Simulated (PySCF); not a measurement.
## ReP: from constants to spectrum

ROHF-CCSD(T) constants of ReP, triplet, unpaired electrons δ ↑↑ (PySCF, scalar-relativistic core potentials, basis sets Re def2-TZVPP with ECP60, P def2-TZVPP; masses 186.9558 and 30.9738 u):

```
ωe                     : 566.9 cm⁻¹
ωexe                   : 1.68 cm⁻¹
Be                     : 0.14817 cm⁻¹
αe                     : 0.000530 cm⁻¹
D (centrifugal)        : 4.05e-08 cm⁻¹
De to Re (5d5 6s2) + P : 2.99 eV
```

(1) Give the vibrational terms G(v) and spacings up to v = 6.

(2) How well does the Morse estimate ωe²/(4ωexe) reproduce De, and what is D0?

Correlated steps freeze 5 core orbitals. These are scalar-relativistic numbers at best; spin–orbit coupling would shift them, the dissociation energy most. The CCSD T1 diagnostic is raised, a sign that a single reference may not be enough here. With d or f electrons several states lie close, and the lowest PBE0 determinant need not be the measured ground state.

## Answers

(1) G(v) = ωe(v+½) − ωexe(v+½)².

```
v  G(v) (cm⁻¹)  G(v) − G(v−1)  Bv (cm⁻¹)
0        283.0                    0.1479
1        846.6          563.5     0.1474
2       1406.8          560.2     0.1468
3       1963.6          556.8     0.1463
4       2517.0          553.5     0.1458
5       3067.1          550.1     0.1453
6       3613.9          546.7     0.1447
```

(2) It gives 5.93 eV, 198 % of the computed De. D0 = De − G(0) = 2.99 − 0.04 = 2.95 eV.
